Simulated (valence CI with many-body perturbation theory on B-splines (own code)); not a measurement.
Forbidden lines of Gd XXVI

Computed by configuration interaction combined with many-body perturbation theory (CI+MBPT): three valence electrons over a frozen Dirac-Fock core [Kr], a basis of 9 s, 9 p, 10 d, 8 f, 5 g, 3 h, 1 i functions for each j, with the one-electron correlation potential Σ1 (screened to all orders), the two-electron term Σ2, the three-electron term Σ3, Breit, model QED; selected single and double excitations, second order for the rest (own B-spline code, finite nucleus).

No measured spectrum was set against this ion. As an estimate, terms of the open shell hold to 2 to 4 % of their energy, and close levels can change places. Only levels of the ground parity were solved; by the run's estimate the other parity begins above the list, which can be wrong where configurations are misplaced.

Lines 51 to 66 of 66 in falling wavelength, among levels below 261200 cm⁻¹, chosen from the decays that carry over 1 % of a level's rate. Wavelengths and rates use the calculated energies, so an error of 3000 cm⁻¹ moves a line at 817.1 Å by 2.5 % and its rate by three times that or more. Weak lines are less certain than strong ones. Lines between different terms over intervals too small for the method are left out, as are lines whose strength nearly cancels. The highest levels of a list are the least certain.

Levels are named by their leading jj configuration (3d3/2^4 stands for four electrons in 3d with j = 3/2), which in mixed levels can hold well under half, so a name can repeat and another be missing. Letters in brackets count levels of one name in rising energy.

```tsv
λ vac (Å)	Upper	Lower	Type	A (s⁻¹)	Branch %
857.8	(4d5/2^3) J=5/2	(4d3/2 4d5/2^2) J=3/2 [a]	M1	4.76e+03	27.8
817.1	(4d3/2 4d5/2^2) J=3/2 [b]	(4d3/2^2 4d5/2) J=5/2 [b]	M1	1.98e+02	2.0
810.1	(4d5/2^3) J=9/2	(4d3/2^2 4d5/2) J=7/2	M1	2.37e+02	2.5
809.5	(4d3/2 4d5/2^2) J=7/2 [b]	(4d3/2^2 4d5/2) J=5/2 [a]	M1	3.02e+02	10.9
754.8	(4d5/2^3) J=3/2	(4d3/2^2 4d5/2) J=3/2	M1	7.78e+02	8.5
743.0	(4d3/2 4d5/2^2) J=3/2 [a]	(4d3/2^3) J=3/2	M1	4.22e+02	4.1
736.4	(4d5/2^3) J=5/2	(4d3/2 4d5/2^2) J=7/2 [a]	M1	2.34e+03	13.6
719.3	(4d5/2^3) J=5/2	(4d3/2^2 4d5/2) J=5/2 [b]	M1	1.62e+03	9.5
710.3	(4d3/2 4d5/2^2) J=1/2	(4d3/2^3) J=3/2	M1	1.04e+02	1.8
663.4	(4d5/2^3) J=3/2	(4d3/2^2 4d5/2) J=5/2 [a]	M1	1.74e+03	19.1
652.2	(4d3/2 4d5/2^2) J=5/2 [a]	(4d3/2^3) J=3/2	M1	2.56e+02	6.2
622.0	(4d3/2 4d5/2^2) J=3/2 [b]	(4d3/2^2 4d5/2) J=1/2	M1	2.62e+02	2.6
619.5	(4d3/2 4d5/2^2) J=5/2 [b]	(4d3/2^3) J=3/2	M1	1.56e+02	4.5
584.3	(4d3/2 4d5/2^2) J=3/2 [b]	(4d3/2^2 4d5/2) J=3/2	M1	5.38e+02	5.4
539.4	(4d5/2^3) J=5/2	(4d3/2^2 4d5/2) J=7/2	M1	3.21e+02	1.9
528.0	(4d3/2 4d5/2^2) J=3/2 [b]	(4d3/2^2 4d5/2) J=5/2 [a]	M1	4.68e+02	4.7
```
